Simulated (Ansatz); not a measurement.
`C[SiH]1OB1O`, relaxed with RKS PBE0-D4/def2-TZVP in Ansatz 0.2.0 from a PBE-D4/def2-SVP geometry. The force threshold is 0.005 eV/Å; the program also tests the step.

Charge 0, multiplicity 1.

Start:

```xyz
10

C     0.993    1.477   -0.289
Si    0.633   -0.362   -0.134
O    -0.562   -0.739    1.172
B    -1.100   -1.164   -0.009
O    -2.274   -1.755   -0.324
H     0.053    2.059   -0.344
H     1.578    1.673   -1.211
H     1.591    1.837    0.574
H     1.909   -1.129    0.086
H    -2.820   -1.896    0.478
```

Problem. By how much does the energy fall, and how many steps does the optimiser take? (Best estimate.)

Solution. Computed: 0.07 eV, in 7 steps, 2 of them rejected.

Problem. Which bonds change most? (An estimate is asked.)

Solution. The calculation gave: Si2–O3 from 1.811 to 1.740 Å; Si2–B4 from 1.914 to 1.888 Å; C1–Si2 from 1.880 to 1.858 Å; Si2–H9 from 1.505 to 1.486 Å.

Problem. Give the relaxed structure. (Estimate.)

Solution. The calculation gave: 
```xyz
10

C     0.983    1.465   -0.282
Si    0.617   -0.348   -0.101
O    -0.540   -0.729    1.141
B    -1.088   -1.155   -0.034
O    -2.262   -1.744   -0.308
H     0.064    2.048   -0.351
H     1.572    1.639   -1.187
H     1.568    1.824    0.570
H     1.881   -1.111    0.070
H    -2.796   -1.888    0.482
```
